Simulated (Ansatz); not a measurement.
`CN(C)P` and `C[N](C)[Ge][OH]` differ in one atom or group.

Ansatz, PBE0-D4/def2-TZVP geometries, multiplicity 1. Each molecule was computed in one conformer, which needn't be the lowest.

Scalar relativity is left out up to krypton.

```tsv
property	`CN(C)P`
HOMO energy (PBE/def2-TZVPP) / eV	-5.27
HOMO–LUMO gap (ωB97M-V/def2-TZVPP) / eV	11.01
HOMO energy (PBE0/def2-TZVPP) / eV	-6.57
HOMO–LUMO gap (B3LYP/def2-TZVPP) / eV	6.53
LUMO energy (PBE/def2-TZVPP) / eV	-0.50
ideal-gas entropy at 298 K and 1 bar (rigid rotor, harmonic PBE0-D4/def2-TZVP) / J/(mol·K)	316
```

Task: Give the same properties after the change, and the shifts. (Estimate.)

Result: The calculation gave: 
```
                                                                                  property  `C[N](C)[Ge][OH]`  shift
                                                         HOMO energy (PBE/def2-TZVPP) / eV              -5.50  -0.23
                                                   HOMO–LUMO gap (ωB97M-V/def2-TZVPP) / eV               9.82  -1.19
                                                        HOMO energy (PBE0/def2-TZVPP) / eV              -6.74  -0.17
                                                     HOMO–LUMO gap (B3LYP/def2-TZVPP) / eV               5.25  -1.28
                                                         LUMO energy (PBE/def2-TZVPP) / eV              -1.79  -1.29
ideal-gas entropy at 298 K and 1 bar (rigid rotor, harmonic PBE0-D4/def2-TZVP) / J/(mol·K)                364     48
```

With PBE0 the HOMO falls by 0.17 eV and the LUMO falls by 1.47 eV, so the gap narrows by about 1.30 eV. PBE moves the HOMO by -0.23 eV and ωB97M-V by -0.12 eV. Modes under 60 cm⁻¹, often nearly free rotors, make the harmonic entropy too high.

B3LYP here is the variant with VWN-RPA as its local correlation; programs differ in this.
